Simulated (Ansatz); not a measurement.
The cluster Na7⁻. Total charge -1; singlet. Geometry PBE0/def2-SVPD; atoms count from 1.

```
atom    x (Å)    y (Å)    z (Å)
 Na1  -1.0598   0.7373   2.0206
 Na2  -2.1820   1.4428  -1.1732
 Na3   2.4254   0.9109   2.2021
 Na4  -2.0290  -2.0150   0.1621
 Na5   1.2345   1.8257  -0.9596
 Na6   1.4075  -1.9128   0.4224
 Na7   0.2035  -0.9889  -2.6743
```

The restricted singlet is unstable towards broken spin symmetry in Hartree–Fock (as tested in another run); at PBE0/def2-TZVPD this wasn't settled. The structure comes from a short search, and lower isomers may exist.

Question: Estimate the Mulliken populations from the PBE0/def2-TZVPD orbitals of Ansatz.

Answer: 
| atom | charge (e) |
| --- | --- |
| Na1 | -0.06 |
| Na2 | -0.18 |
| Na3 | -0.25 |
| Na4 | -0.19 |
| Na5 | -0.06 |
| Na6 | -0.06 |
| Na7 | -0.19 |
Mulliken values and Mayer orders depend strongly on the basis. With diffuse functions, as here, like atoms can get unlike values, and bond orders can come out too low or too high.

Question: And the Mayer bond orders between bonded heavy atoms (over 0.3)?

Answer: Na1–Na2 0.34 (3.46 Å); Na1–Na3 0.34 (3.49 Å); Na1–Na4 0.34 (3.46 Å); Na2–Na5 0.35 (3.44 Å); Na3–Na5 0.33 (3.50 Å); Na3–Na6 0.33 (3.49 Å); Na4–Na6 0.35 (3.45 Å); Na5–Na7 0.34 (3.45 Å); Na6–Na7 0.35 (3.45 Å).
